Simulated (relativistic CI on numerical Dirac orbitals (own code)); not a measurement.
# Co⁴⁺ in a cubic cluster: L2,3 absorption with charge transfer

Computed with a charge-transfer multiplet model of a cubic metal-ligand cluster with up to 3 ligand holes, Slater and spin-orbit integrals from Dirac-Coulomb-Breit ions, Slater integrals scaled by 0.7. The ground state mixes d5 with configurations of k ligand holes L, whose averages lie at kΔ + k(k − 1)U_dd/2; a core hole lowers each added d electron by U_cd. 300 K, Lorentzian 0.4 eV and Gaussian 0.3 eV FWHM.

Atomic integrals in eV (Slater integrals scaled, ζ unscaled), ground: F2dd 9.508, F4dd 5.971, zeta_d 0.080; with the core hole: F2dd 10.024, F4dd 6.297, zeta_d 0.102, zeta_core 9.658, F2cd 6.005, G1cd 4.623, G3cd 2.630.

Cluster parameters (eV): Δ = 1.8, U_dd = 7.2, U_cd = 8.2, 10Dq(ligand) = 0.7, V(eg) = 2.75, V(t2g) = -1.16, final-state hopping factor = 1.

Weights, n_d and S are thermal averages at 300 K. Photon energies count from the first peak over 30 % of the highest in each spectrum, which can be another peak from case to case. The parameters are a model scan and need not match a compound or its usual spin state. Peaks in eV (height, largest 100): 0.0 (45), 1.3 (7), 2.8 (43), 4.3 (100), 6.1 (12), 6.9 (10), 8.2 (6), 18.5 (64), 20.9 (5).

Q: Which parameters give this spectrum?
A. 10Dq = 2.65 eV
B. 10Dq = 1.75 eV
C. 10Dq = 2.05 eV

A: A. 10Dq = 2.65 eV; the ground state then has 5.65 d electrons and S = 0.51. The choice follows from running the model for each set and comparing peak positions and heights.
